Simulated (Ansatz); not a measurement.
Compare A (`O=C(O)[CH2][GeH3]`) with its isomer B (`CC(=O)[O][GeH3]`).

Program: Ansatz. Geometries: PBE0-D4/def2-TZVP. ΔE: electronic, gas phase. CCSD(T)/CBS is the MP2 limit (def2-TZVPP, def2-QZVPP) plus CCSD(T) − MP2 in def2-TZVPP, frozen cores. DFT in def2-TZVPP. B3LYP here is the variant with VWN-RPA as its local correlation; programs differ in this. For Ge outer-core shells are correlated without core-valence functions, which leaves a few kJ/mol of doubt a bond. Scalar relativity is left out up to krypton. Each species was taken in one conformer, which may not be the lowest.

Question: Which isomer does CCSD(T)/CBS put lower? Give the gap. (An estimate is asked.)

Answer: The calculation gave: B, by 43.4 kJ/mol.

Question: Give E(B) − E(A) in kJ/mol with CCSD/def2-TZVPP, B3LYP, B3LYP-D4, CCSD(T)/def2-TZVPP, B2PLYP, HF/def2-TZVPP, PBE0-D4. (Estimate.)

Answer: Computed: CCSD/def2-TZVPP -45.9, B3LYP -47.8, B3LYP-D4 -47.2, CCSD(T)/def2-TZVPP -45.7, B2PLYP -48.8, HF/def2-TZVPP -58.1, PBE0-D4 -39.2. None reverses the order clearly.

Largest T1 diagnostic: 0.014.

In def2-TZVPP, CCSD(T) changes the Hartree–Fock value by +12.4 kJ/mol (the triples alone add +0.3 kJ/mol) and MP2 by +13.7 kJ/mol.
